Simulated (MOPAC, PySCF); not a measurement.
Ligands exchanged one at a time, B Br-SH. Gas-phase values, no solvent. One relaxed conformer stands for each flexible species; it need not be the lowest. Strings in code marks are SMILES.

Quantity: redistribution energy (mixed species minus the weighted end members), in kcal/mol. Semi-empirical values (MOPAC) are differences of heats of formation.

Level 1: B3LYP/3-21G // r2SCAN-D4/def2-TZVP (PySCF)
Level 2: B3LYP/6-31G* // r2SCAN-D4/def2-TZVP (PySCF)
Level 3: frozen-core MP2/6-31G* // r2SCAN-D4/def2-TZVP (PySCF)
Level 4: PM7 // r2SCAN-D4/def2-TZVP (MOPAC)

```tsv
species	level 1	level 2	level 3	level 4
2 of 3 Br replaced by SH: `BrB(S)S` (H–S–B–Br torsion -180°, Br–B–S–H torsion 180°)	0.43	-0.90	-0.95	0.61
1 of 3 Br replaced by SH: `B(Br)(Br)S` (H–S–B–Br torsion 0°)	-1.30	-1.89	-2.10	-1.09
```
